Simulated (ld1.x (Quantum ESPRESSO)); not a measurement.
# zirconium: excitation energies, all-electron against TM semilocal

ld1.x (Quantum ESPRESSO) 7.5 input, shortened:

```
&input
   title='Zr', zed=40., rel=1, dft='PBESOL', iswitch=3,
   config='[Kr] 4d2 5s2 5p0'
 /
 &inputp
   pseudotype=1, tm=.true., lloc=2,
   nlcc=.true., rcore=0.95
 /
3
5S  1  0   2.00   0.00  2.85  2.85  0.0
5P  2  1   0.00   0.00  3.80  3.80  0.0
4D  3  2   2.00   0.00  1.80  1.80  0.0
 &test
   configts(1)='4d2 5s2 5p0'
 /
```

Energies are relative to the spin-unpolarised reference configuration 4d2 5s2 5p0; without spin polarisation the order of configurations can differ from experiment.

```
valence configuration  charge  ΔE all-electron (eV)  error AE − PS (meV)
          4d2 5s1 5p0      +1                 7.171                 -6.1
          4d2 5s0 5p0      +2                20.080                  -44
          4d1 5s0 5p0      +3                42.665                 -250
          4d2 5s0 5p2       0                 6.266                  -17
          4d3 5s1 5p0       0                 1.209                  -68
```

What are ΔE and the potential's error for 4d3 5s0 5p0?

ΔE = 7.547 eV all-electron; the error (AE − PS) is -142 meV.

What are ΔE and the potential's error for 4d1 5s2 5p1?

ΔE = 3.023 eV all-electron; the error (AE − PS) is -141 meV.

Levels in the configuration 4d2 5s1 5p0:

| level | all-electron (eV) | pseudo (eV) |
| --- | --- | --- |
| 4d | -10.004 | -9.975 |
| 5s | -9.976 | -9.989 |
